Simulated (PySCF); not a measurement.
# Computed records: CH5BOSi, B3H6N, B2H4NSi

Calculation on a computer-drawn molecule: the log of a Hartree-Fock and frozen-core CCSD(T) single point meant for a local Hartree-Fock minimum, with one planted fault or none, to be diagnosed. Offsets are logged minus clean, where the clean run is the same molecule without the fault. The reference is restricted for singlets and unrestricted otherwise, and also for a bond in bohr or an excited solution. Adding or removing an electron swaps singlet and doublet. The excited solution moves the top pair (singlet) or top alpha electron (doublet) to the lowest empty orbital. Highest occupied and lowest empty are orbital energies over both spins, largest force is the largest gradient component, triples share is (T) over the correlation energy, the T1 limit is 0.02 restricted and 0.045 unrestricted, electrons count all cores, a negative frequency is imaginary (commonest isotopes), and the dipole is about the centre of nuclear charge. Program: PySCF 2.14.0.

Common to all runs: meant multiplicity 1; logged SCF converged yes; possible faults no fault, one electron removed, one electron added, multiplicity raised by two, geometry at a saddle point, SCF held on an excited solution, minimal basis STO-3G, one bond length entered in bohr, all coordinates scaled.

(1) CH5BOSi

Logged structure:
```xyz
9
CH5BOSi
B      0.2318     1.5286     0.0186
C     -0.9271     0.5270    -0.2227
Si    -0.6524    -0.6401    -1.7481
O      0.8062    -1.3242    -1.3848
H      0.1648     2.6697    -0.3529
H      1.2601     1.1672     0.5336
H     -0.9921    -0.2220     0.5828
H     -1.9052     0.9935    -0.3644
H      1.3017    -1.0902    -0.6121
```

| Property | Result |
| --- | --- |
| meant charge | 0 |
| meant basis | cc-pV(D+d)Z |
| logged electrons | 39 |
| logged basis functions | 90 |
| logged spin squared | 0.7752 |
| logged highest occupied | 0.0092489 eV |
| logged lowest empty | 6.9647 eV |
| logged largest force | 0.047666 hartree/bohr |
| logged T1 diagnostic | 0.051043 |
| logged D1 diagnostic | 0.32712 |
| logged triples share | 0.029806 |
| logged CC converged | yes |
| logged dipole magnitude | 4.0573 debye |
| logged SCF stable within its kind | yes |
| logged energy HF | -429.2312 hartree |
| logged energy CCSD(T) | -429.80274 hartree |
| planted fault | one electron added |
| HF energy offset from clean run | 18.01 kcal/mol |
| CCSD(T) energy offset from clean run | 10.3 kcal/mol |

Drawn bonds:
```
atom  other atom  order
   1           2      1
   2           3      1
   3           4      1
   1           5      1
   1           6      1
   2           7      1
   2           8      1
   4           9      1
```

Notes: T1 above single-reference limit; highest electron not bound in this basis.

(2) B3H6N

Logged structure:
```xyz
10
B3H6N
B     -1.2194     1.5247    -1.7332
N     -0.6207     0.2120    -1.6801
B     -0.6670    -0.6499    -2.8374
B      0.0241    -0.2389    -0.4696
H     -1.1764     2.2349    -0.7704
H     -1.7536     1.8923    -2.7395
H     -1.2057    -0.2712    -3.8373
H     -0.1666    -1.7365    -2.7878
H      0.5196    -1.3282    -0.4323
H      0.0577     0.4798     0.4873
```

| Property | Result |
| --- | --- |
| meant charge | 0 |
| meant basis | cc-pVDZ |
| logged electrons | 28 |
| logged basis functions | 86 |
| logged spin squared | 2.0226 |
| logged highest occupied | -6.443 eV |
| logged lowest empty | -2.9554 eV |
| logged largest force | 0.065176 hartree/bohr |
| logged T1 diagnostic | 0.022376 |
| logged D1 diagnostic | 0.093658 |
| logged triples share | 0.032421 |
| logged CC converged | yes |
| logged dipole magnitude | 1.5621 debye |
| logged SCF stable within its kind | yes |
| logged energy HF | -131.84119 hartree |
| logged energy CCSD(T) | -132.3261 hartree |
| planted fault | multiplicity raised by two |
| HF energy offset from clean run | 140.5 kcal/mol |
| CCSD(T) energy offset from clean run | 135.9 kcal/mol |

Drawn bonds:
```
atom  other atom  order
   1           2      1
   2           3      1
   2           4      1
   1           5      1
   1           6      1
   3           7      1
   3           8      1
   4           9      1
   4          10      1
```

(3) B2H4NSi

Logged structure:
```xyz
8
B2H4NSi
B     -0.7536     0.5677    -0.3324
N     -0.4080    -0.2966    -1.4254
B     -0.1123    -1.0373    -2.3627
Si     0.3575    -2.2134    -3.8511
H     -0.8351     1.7367    -0.5467
H     -0.9419     0.0732     0.7350
H     -0.6789    -2.8010    -4.6980
H      1.7542    -2.5276    -4.1459
```

| Item | Value |
| --- | --- |
| meant charge | 1 |
| meant basis | cc-pV(D+d)Z |
| logged electrons | 34 |
| logged basis functions | 85 |
| logged spin squared | 0 |
| logged highest occupied | -10.463 eV |
| logged lowest empty | -11.163 eV |
| logged largest force | 0.31195 hartree/bohr |
| logged CC converged | no |
| logged dipole magnitude | 9.046 debye |
| logged SCF stable within its kind | no |
| logged energy HF | -394.42349 hartree |
| planted fault | SCF held on an excited solution |
| HF energy offset from clean run | 238.1 kcal/mol |

Drawn bonds:
```
atom  other atom  order
   1           2      1
   2           3      2
   3           4      1
   1           5      1
   1           6      1
   4           7      1
   4           8      1
```

Notes: CCSD not converged.

(4) B2H4NSi

Logged structure:
```xyz
8
B2H4NSi
B     -0.8041     0.6057    -0.3546
N     -0.4354    -0.3165    -1.5210
B     -0.1198    -1.1068    -2.5210
Si     0.3815    -2.3616    -4.1091
H     -0.8911     1.8531    -0.5834
H     -1.0050     0.0781     0.7842
H     -0.7244    -2.9886    -5.0127
H      1.8718    -2.6970    -4.4237
```

| Quantity | Value |
| --- | --- |
| meant charge | 1 |
| meant basis | cc-pV(D+d)Z |
| logged electrons | 34 |
| logged basis functions | 85 |
| logged spin squared | 0 |
| logged highest occupied | -14.842 eV |
| logged lowest empty | -6.6456 eV |
| logged largest force | 0.067433 hartree/bohr |
| logged T1 diagnostic | 0.025179 |
| logged D1 diagnostic | 0.08338 |
| logged triples share | 0.042592 |
| logged CC converged | yes |
| logged dipole magnitude | 7.441 debye |
| logged SCF stable within its kind | yes |
| logged energy HF | -394.76981 hartree |
| logged energy CCSD(T) | -395.2376 hartree |
| planted fault | all coordinates scaled, by +6.7 % |
| HF energy offset from clean run | 20.8 kcal/mol |
| CCSD(T) energy offset from clean run | 11.55 kcal/mol |

Drawn bonds:
```
atom  other atom  order
   1           2      1
   2           3      2
   3           4      1
   1           5      1
   1           6      1
   4           7      1
   4           8      1
```

Notes: T1 above single-reference limit.
